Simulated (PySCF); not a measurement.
An unknown is described by computed data only.

Formula: C4H14Si3.

* Dipole: 0.92 D [CAM-B3LYP/def2-SVPD]
* Rotational structure: rotational constants A, B, C: 1.487, 1.178, 1.111 GHz [PBE0-D3(BJ)/def2-SVP]
* Valence photoelectron: vertical ionisation energy: 9.46 eV [ΔSCF CAM-B3LYP/def2-SVPD]
* 1H NMR: chemical shifts (computed TMS as zero) by class: 3.94 (9 H), 0.60 (2 H), 0.57 (1 H), 0.48 (2 H) ppm [GIAO PBE0/pcSseg-1]
* Polarisability: 125.8 au [CAM-B3LYP/def2-SVPD]
* UV, first state: lowest singlet excitation: 7.23 eV (171 nm, f = 0.020) [TDDFT CAM-B3LYP/def2-SVPD]
* 13C NMR: chemical shifts (computed TMS as zero) by class: 14.8 (1 C), 4.9 (2 C), -7.2 (1 C) ppm [GIAO PBE0/pcSseg-1]
* Triplet: lowest triplet excitation (Tamm–Dancoff): 6.96 eV [TDA CAM-B3LYP/def2-SVPD]

The electronic properties come from PySCF, for the isolated species, density fitting. Levels stand in brackets. Isolated species at its PBE0-D3(BJ)/def2-SVP geometry, gas phase. NMR values are class means; diastereotopic atoms form classes of their own.

**Question.** What is the compound? Reason from the data.

**Answer.** Numbering: `[SiH3:1][C:2]([SiH3:3])([SiH3:4])[CH:5]1[CH2:6][CH2:7]1`. Its formula, C4H14Si3, gives 1 degree of unsaturation: 1 ring and 0 π bonds in the structure found. 4 carbons fall into 3 classes; from least to most shielded: three-membered-ring carbon [C5] (14.8 ppm), three-membered-ring carbon [C6/C7] (4.9 ppm, 2 C), chain sp3 carbon bound to silicon [C2] (-7.2 ppm). Hydrogen classes from least to most shielded: 9 H on 3 SiH3 silicons, Si1/Si3/Si4 (3.94 ppm), 2 H on 2 three-membered-ring carbons, C6/C7 (0.60 ppm), 1 H on a three-membered-ring carbon, C5 (0.57 ppm), 2 H on 2 three-membered-ring carbons, C6/C7 (0.48 ppm). The first electron is taken from the HOMO, whose largest Löwdin shares are 0.21 on the sp3 carbon bound to silicon, 0.18 on a three-membered-ring carbon and 0.12 on each of 2 atoms of one kind (three-membered-ring carbon). By its constants the optimised geometry is an asymmetric top. Structure: `[SiH3]C([SiH3])([SiH3])C1CC1`. Computed isomers that give other values at the same levels: `C=C(C)C([SiH3])([SiH3])[SiH3]` (13C chemical shifts (computed TMS as zero) by class: 154.2 (1 C), 121.3 (1 C), 26.7 (1 C), 1.2 (1 C) ppm); `[SiH3][SiH]([SiH3])C1CCC1` (13C chemical shifts (computed TMS as zero) by class: 30.5 (2 C), 25.8 (1 C), 20.5 (1 C) ppm). The assignments are read from this structure; whether some other isomer fits the data as well wasn't checked.

The values belong to the conformer `[SiH3:1][C:2]([SiH3:3])([SiH3:4])[CH:5]1[CH2:6][CH2:7]1`: Si1–C2–C5–C6 82°.
